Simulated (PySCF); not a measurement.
Ge(F)(Cl)(OH)2 (ClFGeH2O2), SMILES [OH][Ge]([F])([OH])[Cl].

Coordinates come from a B3LYP-D3(BJ)/def2-SVP optimisation. The structure was generated by enumeration, and PubChem lists no compound with its InChIKey, so it may never have been made. The values are those of a single conformer.

Two levels are set side by side: PBE/def2-TZVP (PySCF) and CAM-B3LYP/def2-TZVP (PySCF). Same geometry, gas phase. Differences are taken from unrounded values.

| quantity | PBE |
|---|---|
| orbital gap (eV) | 5.87 |
| highest occupied level (eV) | -8.05 |
| lowest empty level (eV) | -2.18 |
| dipole moment (D) | 1.91 |
| mean polarisability (bohr³) | 46.4 |

These are the PBE values. What does CAM-B3LYP give? (An estimate is asked for; the answer gives what the named calculation found.)


| quantity | CAM-B3LYP | PBE minus CAM-B3LYP |
|---|---|---|
| orbital gap (eV) | 10.95 | -5.07 |
| highest occupied level (eV) | -11.11 | 3.06 |
| lowest empty level (eV) | -0.17 | -2.02 |
| dipole moment (D) | 1.95 | -0.04 |
| mean polarisability (bohr³) | 43.7 | 2.7 |

Without exact exchange PBE keeps part of each electron's self-repulsion, which lifts occupied levels and narrows the gap. PBE's more diffuse valence density responds more strongly to a field. Differences between two approximate levels are no errors against the true value.

Rough cost on one machine, each run with all the roots and properties that it gave: CAM-B3LYP against PBE within a factor of 2.
